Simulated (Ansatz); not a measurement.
Stepwise reaction of hafnium tetrachloride with hydrogen fluoride, as a gas-phase model of exchange steps in deposition or etching. ΔE in kJ/mol; ΔG adds harmonic PBE0-D4 terms to CCSD(T)/CBS, at 1 bar.

Isolated molecules relaxed with PBE0-D4/def2-TZVP in Ansatz; ΔE leaves out vibrations. CCSD(T)/CBS is the MP2 limit (def2-TZVPP, def2-QZVPP) plus CCSD(T) − MP2 in def2-TZVPP, frozen cores. This one scheme is used for every species. DFT in def2-TZVPP. B3LYP here is the variant with VWN-RPA as its local correlation; programs differ in this. def2 core potentials past Kr. For Hf outer-core shells are correlated without core-valence functions, which leaves a few kJ/mol of doubt a bond.

| step | reaction | PBE-D4 | B3LYP-D4 | ωB97M-V | CCSD(T)/CBS | ΔG(500 K) |
| --- | --- | --- | --- | --- | --- | --- |
| 1 | `[Cl][Hf]([Cl])([Cl])[Cl]` + H–F → `[F][Hf]([Cl])([Cl])[Cl]` + HCl | -22.3 | -22.7 | -23.3 | -12.6 | -24.7 |
| 3 | `[F][Hf]([F])([Cl])[Cl]` + H–F → `[F][Hf]([F])([F])[Cl]` + HCl | -22.0 | -22.8 | -21.9 | -13.8 | -18.4 |
| 4 | `[F][Hf]([F])([F])[Cl]` + H–F → `[F][Hf]([F])([F])[F]` + HCl | -21.4 | -22.6 | -20.7 | -13.8 | -14.3 |

**Question.** Give the row of step 2, `[F][Hf]([Cl])([Cl])[Cl]` + H–F → `[F][Hf]([F])([Cl])[Cl]` + HCl. (An estimate is asked.)

**Answer.** Ansatz gave: 
```json
{"step": "2", "reaction": "`[F][Hf]([Cl])([Cl])[Cl]` + H–F → `[F][Hf]([F])([Cl])[Cl]` + HCl", "PBE-D4": "-22.3", "B3LYP-D4": "-22.9", "ωB97M-V": "-22.8", "CCSD(T)/CBS": "-13.4", "ΔG(500 K)": "-21.4"}
```

**Question.** By hand: ΔE of the 4 steps together at CCSD(T)/CBS.

**Answer.** (-12.6) + (-13.4) + (-13.8) + (-13.8) = -53.6 kJ/mol, or -13.4 kJ/mol a step.

In ΔE the steps differ by no more than 1.2 kJ/mol. All are downhill at CCSD(T)/CBS. ΔG lies between -24.7 and -14.3 kJ/mol a step. PBE-D4 differs from CCSD(T)/CBS by -9.7 to -7.6 kJ/mol a step. Isolated molecules leave out the surface, adducts and barriers. Largest T1 diagnostic: 0.016.
